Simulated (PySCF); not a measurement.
A GIAO shielding run with PySCF (density fitting, non-relativistic, gas phase) on SMILES C[Si@H]([SiH2][SiH3])C(F)F, C2H10F2Si3:

```
$ OMP_NUM_THREADS=1 python probes_run.py task.json out

{"job": {"kind": "nmr", "xc": "PBE0", "basis": "pcSseg-1"}, "charge": 0, "multiplicity": 1}
C     -0.872693     2.042178     0.676527
Si    -1.084852     0.152080     0.751449
Si     0.895305    -1.033949     1.039584
Si     2.396980    -0.906498    -0.733513
C     -1.691379    -0.317800    -1.038455
F     -1.837854    -1.672644    -1.144665
F     -0.731506     0.016405    -1.956036
H     -1.804680     2.552997     0.447883
H     -0.151040     2.324641    -0.085790
H     -0.512902     2.427464     1.625539
H     -2.287280    -0.126460     1.558778
H      0.550013    -2.431015     1.351484
H      1.487548    -0.535437     2.296633
H      3.701020    -1.478511    -0.378128
H      1.924778    -1.618429    -1.918339
H      2.642486     0.488302    -1.113935
H     -2.630939     0.128707    -1.388926
```

Hardware: 1 thread of an Arm Neoverse N1, shared host. The job also computes population analyses, field gradients.

(1) How large is the calculation?

(2) How long does it take, and how much memory does it need?

Results:

(1) 82 electrons, 190 basis functions and 1059 auxiliary functions.

(2) 54 s of wall time, with 12 SCF cycles and 4 response iterations; peak memory 0.85 GiB. Times on a shared host scatter by some tens of per cent.
